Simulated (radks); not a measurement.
Values are calculated unless marked as measured or tabulated.
How relativity changes the ionisation of the magnesium ion Mg+ ([Ne] 3s1) to Mg2+ ([Ne]). Spin-unpolarised spherical Kohn-Sham, BLYP, point nucleus unless stated (finite: rms radius 3.057 fm), a radial shooting solver on a logarithmic mesh with Libxc functionals. A level marked "c x" has the speed of light scaled by that factor.

| level | E(Mg+) (hartree) | E(Mg2+) (hartree) | IE (eV) | HOMO | <r> HOMO (bohr) |
|---|---|---|---|---|---|
| non-rel. | -199.80300 | -199.24478 | 15.190 | 3s | 2.779 |
| scalar-rel. | -200.12782 | -199.56868 | 15.215 | 3s | 2.775 |
| scalar-rel., finite nucleus | -200.12772 | -199.56859 | 15.215 | 3s | 2.775 |
| Dirac | -200.12795 | -199.56881 | 15.215 | 3s1/2 | 2.775 |
| Dirac, finite nucleus | -200.12785 | -199.56871 | 15.215 | 3s1/2 | 2.775 |
| Dirac, c x 0.75 | -200.38241 | -199.82256 | 15.234 | 3s1/2 | 2.771 |
| Dirac, c x 1.5 | -199.94712 | -199.38849 | 15.201 | 3s1/2 | 2.777 |
| Dirac, c x 5 | -199.81595 | -199.25769 | 15.191 | 3s1/2 | 2.779 |

NIST Atomic Spectra Database: 15.035 eV (measured). The relativistic part of the total energy of Mg+ is -0.3249 hartree (Dirac, finite nucleus), 0.16 % of the non-relativistic value. Spin polarisation and multiplet splitting of open shells are left out at every level.

Beside tabulated values, note that spin-unpolarised runs miss the spin-polarisation part of the exchange energy of open shells.
